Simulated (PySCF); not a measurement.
Spinor energies of Rh⁴⁰⁺ (rhodium, charge +40)

Start: [He] 2s2 2p1; 2p3/2 filled at m_j = +3/2. Calculated with PySCF 2.14 in an even-tempered Gaussian basis (17 s from 19 bohr⁻², ratio 2.4; 12 p from 25 bohr⁻², ratio 2.4; 5 d from 82 bohr⁻², ratio 2.6; 4 f from 120 bohr⁻², ratio 2.6): generalised Hartree-Fock with the X2C-1e Hamiltonian and a Gaussian nucleus; one run each with spin-orbit coupling (SO) screened by Boettger's factors, then bare. This is a chosen level, not necessarily the ground level.

| spinor shell | electrons | ε, screened SO (eV) | ε, bare SO (eV) | weight of nominal j (bare SO) | rms radius, bare SO (bohr) |
| --- | --- | --- | --- | --- | --- |
| 1s1/2 | 2 | -26755.6 | -26755.8 | 1.000 | 0.0372 |
| 2s1/2 | 2 | -6265.2 | -6265.2 | 1.000 | 0.145 |
| 2p3/2 | 1 | -6006.9 | -6004.6 | 1.000 | 0.127 |

```csv
quantity,screened SO,bare SO
E (hartree),-2753.88636,-2753.79992
M_J,3/2,3/2
⟨J²⟩,3.750,3.750
⟨L²⟩,2.000,2.000
⟨S²⟩,0.750,0.750
```

Each row is a mean over spinors that exchange with the open shell spreads, by up to 36.686 eV (2s1/2).

Breit and QED terms are absent; they matter most for the inner s and p1/2 levels.

Densities and radii are taken from the X2C orbitals without a picture-change correction, which distorts them close to the nucleus.
